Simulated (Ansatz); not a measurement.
Spectroscopic constants of AsO, multiplicity 2 (the spin of the measured ground state). No spin–orbit coupling. As is treated without relativity.

D_e counts from the fitted minimum to each atom's lowest state at the same level, without counterpoise.

Correlated levels freeze the inner cores; with def2 sets outer-core shells near the valence are correlated too.

The values were computed with Ansatz (a program for electronic structure). 

Task: Predict the bond energy D_e from SVWN5/def2-TZVPP.

Result: 6.68 eV

Task: What is the computed bond energy D_e (B97M-V/def2-TZVPP)?

Result: 5.03 eV

Task: Estimate the bond energy D_e that CCSD/def2-QZVPP returns for this input.

Result: 4.42 eV
